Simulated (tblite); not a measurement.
Parent: `[CH3:1][CH:2]([CH3:3])[CH2:4][PH2:5]=[S:6]` with C1–C2–C4–P5 -62°, C2–C4–P5–S6 -46°, C4H11PS.

Computed geometry: GFN2-xTB, gas phase. One conformer each, not checked by frequencies here.

```csv
coordinate of the parent,value
C1–C2,1.524 Å
C2–C3,1.526 Å
C2–C4,1.529 Å
C4–P5,1.835 Å
P5=S6,1.923 Å
C1–C2–C3,111.4°
C1–C2–C4,110.0°
C3–C2–C4,110.3°
C2–C4–P5,110.8°
C4–P5–S6,117.3°
```

Problem. How does the shared frame change in `[CH3:1][CH:2]([CH3:3])[CH2:4][P@@H:5](=[S:6])[CH:7]1[CH2:8][CH2:9]1` with C1–C2–C4–P5 62°, C2–C4–P5–S6 45°, C4–P5–C7–C8 147°, C7H15PS? Atoms pair as C1 = C1, C2 = C2, C3 = C3, C4 = C4, P5 = P5, S6 = S6 (parent first).

Solution. 
| parent | relative | value in the relative | change |
| --- | --- | --- | --- |
| C1–C2 | C1–C2 | 1.524 Å | 0.000 |
| C2–C3 | C2–C3 | 1.526 Å | 0.000 |
| C2–C4 | C2–C4 | 1.528 Å | -0.001 |
| C4–P5 | C4–P5 | 1.840 Å | +0.005 |
| P5=S6 | P5=S6 | 1.929 Å | +0.006 |
| C1–C2–C3 | C1–C2–C3 | 111.4° | 0.0 |
| C1–C2–C4 | C1–C2–C4 | 110.1° | +0.1 |
| C3–C2–C4 | C3–C2–C4 | 110.3° | 0.0 |
| C2–C4–P5 | C2–C4–P5 | 111.6° | +0.8 |
| C4–P5–S6 | C4–P5–S6 | 115.9° | -1.4 |

Of the parent's bonds, C4–P5 and P5–S6 change most and about equally (+0.005 to +0.006 Å). Bonds of the relative outside the shared frame: P5–C7 1.820, C7–C8 1.502, C8–C9 1.492, C7–C9 1.500 Å. Point group C1 → C1.

Problem. How does the shared frame change in `[CH3:1][C:2](=[O:3])[P@@H:4](=[S:5])[CH2:6][CH:7]([CH3:8])[CH3:9]` with C1–C2–P4–S5 73°, C2–P4–C6–C7 -167°, P4–C6–C7–C8 175°, C6H13OPS? Atoms pair as C1 = C9, C2 = C7, C3 = C8, C4 = C6, P5 = P4, S6 = S5 (parent first).

Solution. 
```
  parent  relative  value in the relative  change
   C1–C2     C9–C7                1.525 Å  +0.001
   C2–C3     C7–C8                1.525 Å  -0.001
   C2–C4     C7–C6                1.529 Å   0.000
   C4–P5     C6–P4                1.833 Å  -0.002
   P5=S6     P4=S5                1.935 Å  +0.012
C1–C2–C3  C9–C7–C8                 111.3°    -0.1
C1–C2–C4  C9–C7–C6                 110.0°     0.0
C3–C2–C4  C8–C7–C6                 110.2°    -0.1
C2–C4–P5  C7–C6–P4                 111.4°    +0.6
C4–P5–S6  C6–P4–S5                 117.4°    +0.1
```

Of the parent's bonds, P5–S6 changes most (+0.012 Å). Bonds of the relative outside the shared frame: C1–C2 1.492, C2=O3 1.200, C2–P4 1.877 Å. Point group C1 → C1.
